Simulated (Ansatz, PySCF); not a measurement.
Si(F)(Me)2(SeH) (C2H7FSeSi), SMILES C[Si](C)(F)[SeH]. Atoms are numbered in the order given.

```xyz
12

C      1.8158    -0.2094    -1.3912
Si     0.4421    -0.6732    -0.2167
C     -0.6739    -2.0016    -0.9034
F      1.1141    -1.2319     1.1662
Se    -0.7495     1.1729     0.4756
H      1.4041     0.2252    -2.3166
H      2.4848     0.5347    -0.9332
H      2.4096    -1.0977    -1.6643
H     -1.4357    -2.2904    -0.1635
H     -1.1938    -1.6423    -1.8062
H     -0.0900    -2.8962    -1.1768
H     -1.2019     1.4553    -0.9020
```
Charge 0, spin multiplicity 1.

Geometry: B3LYP-D3(BJ)/def2-SVP. One conformer was computed; it need not be the lowest.

Two levels are set side by side: PBE-D3(BJ)/def2-SVP (Ansatz, an electronic-structure program) and B3LYP-D3(BJ)/def2-SVP (Ansatz). Each level has its own optimised geometry; the coordinates shown are those of the second. Frequencies come from the Hessian of PySCF at each geometry. Differences are taken from unrounded values.

| quantity | B3LYP-D3(BJ) | PBE-D3(BJ) | PBE-D3(BJ) minus B3LYP-D3(BJ) |
|---|---|---|---|
| mean bond length (Å) | 1.433 | 1.440 | 0.007 |
| bond C1–Si2 (Å) | 1.866 | 1.873 | 0.007 |
| bond Si2–C3 (Å) | 1.866 | 1.873 | 0.007 |
| bond Si2–F4 (Å) | 1.636 | 1.648 | 0.012 |
| bond Si2–Se5 (Å) | 2.304 | 2.308 | 0.004 |
| bond C1–H6 (Å) | 1.102 | 1.109 | 0.007 |
| bond C1–H7 (Å) | 1.100 | 1.108 | 0.007 |
| bond C1–H8 (Å) | 1.103 | 1.110 | 0.007 |
| bond C3–H9 (Å) | 1.101 | 1.108 | 0.007 |
| bond C3–H10 (Å) | 1.102 | 1.109 | 0.007 |
| bond C3–H11 (Å) | 1.103 | 1.110 | 0.007 |
| bond Se5–H12 (Å) | 1.477 | 1.487 | 0.009 |
| highest harmonic wavenumber (cm⁻¹) | 3136 | 3090 | -47 |
| mean harmonic wavenumber (cm⁻¹) | 1238 | 1206 | -31 |
| zero-point energy (kcal/mol) | 53.07 | 51.74 | -1.34 |

Exact exchange shortens and stiffens bonds; PBE has none. Differences between two approximate levels are no errors against the true value.
